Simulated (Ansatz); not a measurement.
Steps of a relaxation of AlBFH$_{3}$OSSi (`F[B]1[SiH2][O][Al]1[SH]`) with RKS PBE-D4/def2-SVP.

```sh
$ ansatz run in.yaml --threads 4 --pin off --events-out ev --progress --plain --max-ram 10444MiB
```

```yaml
crystal:
  periodic: [false, false, false]
  atoms:
    - {symbol: F, position_ang: [1.994100, -0.075700, 1.840900]}
    - {symbol: B, position_ang: [1.013300, -0.136700, 0.727200]}
    - {symbol: Si, position_ang: [0.555100, -1.383600, -0.678700]}
    - {symbol: O, position_ang: [-0.598700, -0.441200, -1.344900]}
    - {symbol: Al, position_ang: [-0.539000, 0.941500, -0.161100]}
    - {symbol: S, position_ang: [-1.621300, 2.922400, 0.223300]}
    - {symbol: H, position_ang: [1.722200, -1.543400, -1.614600]}
    - {symbol: H, position_ang: [0.111300, -2.634600, -0.130600]}
    - {symbol: H, position_ang: [-2.548500, 2.305000, 1.121400]}
basis:
  gaussian: {orbitals: def2-SVP}
hamiltonian: {xc: pbe, dispersion: d4}
relax: {f_tol: 0.03, max_steps: 200}
```

Positions (Å) and forces (eV/Å) along the path, 15 of 18 steps:

```xyz
9
step=1 energy=-30771.1587 eV
F     1.994   -0.076    1.841   -2.775   -0.075   -3.105
B     1.013   -0.137    0.727    3.412    0.619    4.249
Si    0.555   -1.384   -0.679    2.346   -1.379   -0.510
O    -0.599   -0.441   -1.345   -1.784    2.043   -0.192
Al   -0.539    0.942   -0.161   -0.792    0.991   -0.088
S    -1.621    2.922    0.223   -0.733   -1.174    0.414
H     1.722   -1.543   -1.615   -0.007   -0.227   -0.165
H     0.111   -2.635   -0.131   -0.583   -1.297    0.255
H    -2.549    2.305    1.121    0.916    0.498   -0.860
9
step=2 energy=-30771.8963 eV
F     2.032   -0.064    1.832   -1.771   -0.191   -1.833
B     1.072   -0.147    0.816    2.212    0.500    2.441
Si    0.581   -1.380   -0.665    0.958   -0.985   -0.299
O    -0.624   -0.349   -1.200   -0.691    1.099    0.091
Al   -0.498    1.019   -0.023   -0.437    0.219   -0.241
S    -1.687    2.921    0.140   -0.214   -0.654    0.143
H     1.671   -1.588   -1.698   -0.138    0.025    0.005
H     0.086   -2.713   -0.225   -0.237   -0.283    0.004
H    -2.545    2.255    1.006    0.318    0.270   -0.311
9
step=4 energy=-30772.1290 eV
F     2.074   -0.139    1.870   -0.093   -0.013   -0.042
B     1.183   -0.139    0.895    0.151    0.086   -0.117
Si    0.618   -1.377   -0.660   -0.149   -0.107    0.129
O    -0.647   -0.293   -1.056    0.189    0.196    0.055
Al   -0.430    1.077    0.058   -0.142   -0.254   -0.007
S    -1.758    2.853    0.018    0.024    0.039   -0.038
H     1.583   -1.567   -1.805   -0.027    0.047    0.040
H     0.052   -2.721   -0.264    0.030    0.028   -0.039
H    -2.587    2.259    0.926    0.017   -0.022    0.017
9
step=5 energy=-30772.1381 eV
F     2.069   -0.125    1.863   -0.105    0.010   -0.154
B     1.183   -0.129    0.880    0.065   -0.019    0.179
Si    0.611   -1.382   -0.654    0.038    0.020   -0.053
O    -0.614   -0.273   -1.100    0.030    0.111    0.153
Al   -0.456    1.059    0.067   -0.005   -0.105   -0.144
S    -1.763    2.851    0.021   -0.012   -0.052    0.004
H     1.592   -1.579   -1.783   -0.003   -0.011    0.014
H     0.033   -2.718   -0.259   -0.017    0.010   -0.008
H    -2.567    2.250    0.949    0.008    0.035    0.010
9
step=6 energy=-30772.1514 eV
F     2.027   -0.107    1.867   -0.031    0.031   -0.022
B     1.141   -0.121    0.888    0.110   -0.143    0.074
Si    0.621   -1.386   -0.660    0.020   -0.004    0.031
O    -0.603   -0.284   -1.126    0.014   -0.053   -0.075
Al   -0.479    1.034    0.038   -0.144    0.170    0.014
S    -1.811    2.807   -0.030    0.029   -0.042   -0.100
H     1.626   -1.578   -1.764    0.024   -0.004   -0.027
H     0.040   -2.728   -0.286   -0.011    0.022   -0.006
H    -2.474    2.317    1.055   -0.011    0.024    0.113
9
step=7 energy=-30772.1638 eV
F     2.020   -0.102    1.870   -0.040    0.018   -0.054
B     1.135   -0.130    0.890    0.015   -0.068    0.109
Si    0.627   -1.390   -0.662    0.032    0.055   -0.063
O    -0.584   -0.283   -1.151    0.021   -0.058   -0.016
Al   -0.501    1.023    0.034   -0.038    0.070    0.014
S    -1.841    2.786   -0.050   -0.081   -0.100    0.038
H     1.643   -1.585   -1.758    0.016   -0.014   -0.001
H     0.038   -2.728   -0.292   -0.019    0.009    0.002
H    -2.448    2.363    1.102    0.094    0.089   -0.029
9
step=8 energy=-30772.1717 eV
F     1.991   -0.094    1.883   -0.056   -0.014   -0.081
B     1.109   -0.150    0.901   -0.082    0.073    0.127
Si    0.644   -1.394   -0.673   -0.019    0.123   -0.172
O    -0.552   -0.284   -1.195    0.075   -0.032    0.091
Al   -0.547    0.999    0.026    0.059   -0.112   -0.055
S    -1.936    2.718   -0.118   -0.356   -0.296    1.041
H     1.683   -1.592   -1.749   -0.004   -0.015    0.050
H     0.041   -2.728   -0.312   -0.009   -0.004    0.005
H    -2.344    2.479    1.219    0.392    0.276   -1.006
9
step=10 energy=-30772.2879 eV
F     1.899   -0.080    1.906    0.008   -0.029    0.019
B     1.029   -0.165    0.919   -0.043    0.023   -0.006
Si    0.662   -1.386   -0.707    0.043   -0.001    0.064
O    -0.538   -0.299   -1.251    0.028   -0.069   -0.033
Al   -0.633    0.919    0.024   -0.029    0.050    0.009
S    -2.131    2.531   -0.093   -0.020   -0.047    0.247
H     1.759   -1.564   -1.723   -0.007    0.007   -0.028
H     0.084   -2.735   -0.356   -0.011    0.015   -0.045
H    -2.042    2.733    1.263    0.031    0.050   -0.226
9
step=11 energy=-30772.3106 eV
F     1.846   -0.102    1.942   -0.047    0.019   -0.059
B     1.006   -0.160    0.924    0.044   -0.042    0.120
Si    0.683   -1.384   -0.707   -0.020    0.005   -0.084
O    -0.544   -0.329   -1.250   -0.056    0.059    0.052
Al   -0.674    0.891    0.027    0.071   -0.061   -0.062
S    -2.224    2.450   -0.045    0.016    0.033    0.180
H     1.772   -1.531   -1.741    0.000    0.014    0.036
H     0.126   -2.750   -0.388    0.020   -0.001    0.005
H    -1.903    2.870    1.221   -0.028   -0.027   -0.189
9
step=12 energy=-30772.2983 eV rejected
F     1.856   -0.125    1.948   -0.037   -0.052    0.068
B     1.000   -0.188    0.948    0.180    0.204   -0.163
Si    0.668   -1.379   -0.705   -0.074   -0.128   -0.003
O    -0.534   -0.302   -1.253    0.069    0.059   -0.014
Al   -0.597    0.947   -0.002   -0.198   -0.148    0.113
S    -2.312    2.326    0.021    0.028    0.039   -0.051
H     1.772   -1.520   -1.723    0.039    0.002    0.037
H     0.100   -2.742   -0.405   -0.014   -0.009   -0.026
H    -1.864    2.936    1.154    0.007    0.033    0.039
9
step=13 energy=-30772.3167 eV
F     1.849   -0.112    1.945    0.009    0.002    0.005
B     1.006   -0.175    0.934   -0.043   -0.027    0.014
Si    0.672   -1.391   -0.706    0.034    0.036   -0.027
O    -0.567   -0.341   -1.231   -0.040    0.005    0.028
Al   -0.674    0.883    0.041    0.024   -0.009   -0.012
S    -2.250    2.418   -0.029    0.007    0.007    0.043
H     1.777   -1.485   -1.727    0.006   -0.012   -0.005
H     0.143   -2.775   -0.422    0.005    0.006    0.007
H    -1.867    2.931    1.178   -0.002   -0.007   -0.052
9
step=14 energy=-30772.3092 eV rejected
F     1.850   -0.145    1.956   -0.121   -0.028    0.012
B     0.977   -0.209    0.968    0.270    0.132   -0.113
Si    0.682   -1.378   -0.713   -0.187   -0.134    0.105
O    -0.605   -0.364   -1.192    0.087    0.059   -0.027
Al   -0.679    0.875    0.068   -0.175   -0.058    0.027
S    -2.272    2.397   -0.026    0.090   -0.022    0.025
H     1.765   -1.438   -1.758    0.041    0.037    0.009
H     0.195   -2.779   -0.435    0.015    0.005   -0.033
H    -1.824    2.995    1.115   -0.020    0.009   -0.004
9
step=16 energy=-30772.3192 eV
F     1.827   -0.138    1.967    0.002   -0.008    0.001
B     0.995   -0.190    0.946   -0.006    0.010   -0.014
Si    0.676   -1.387   -0.711   -0.023    0.002    0.002
O    -0.617   -0.380   -1.190    0.037   -0.029    0.004
Al   -0.698    0.858    0.069   -0.011    0.009    0.007
S    -2.253    2.413   -0.029    0.022    0.019    0.042
H     1.768   -1.422   -1.752   -0.016    0.005    0.008
H     0.206   -2.796   -0.442    0.009    0.016   -0.007
H    -1.815    2.996    1.126   -0.014   -0.023   -0.043
9
step=17 energy=-30772.3194 eV
F     1.825   -0.141    1.969   -0.001   -0.004   -0.001
B     0.993   -0.190    0.947    0.001    0.007   -0.007
Si    0.676   -1.387   -0.711   -0.026    0.003   -0.004
O    -0.622   -0.384   -1.187    0.031   -0.024    0.006
Al   -0.702    0.855    0.071   -0.009    0.005    0.002
S    -2.253    2.415   -0.029    0.013    0.004    0.014
H     1.766   -1.416   -1.754   -0.009    0.005    0.007
H     0.213   -2.798   -0.444    0.006    0.011   -0.004
H    -1.809    2.999    1.121   -0.006   -0.006   -0.012
9
step=18 energy=-30772.3195 eV
F     1.823   -0.143    1.970   -0.001    0.002    0.001
B     0.992   -0.191    0.947   -0.001   -0.002   -0.002
Si    0.676   -1.387   -0.710    0.001    0.000    0.002
O    -0.626   -0.390   -1.182   -0.006    0.006    0.001
Al   -0.705    0.853    0.072    0.004   -0.003    0.002
S    -2.248    2.419   -0.032   -0.002    0.002   -0.001
H     1.763   -1.407   -1.754    0.002    0.000   -0.001
H     0.221   -2.801   -0.447    0.001   -0.002    0.000
H    -1.806    3.002    1.119    0.001   -0.002   -0.001
```

Hardware: 4 threads of an Arm Neoverse V2 on a shared host. Wall time 28 s, peak host memory 0.22 GiB.
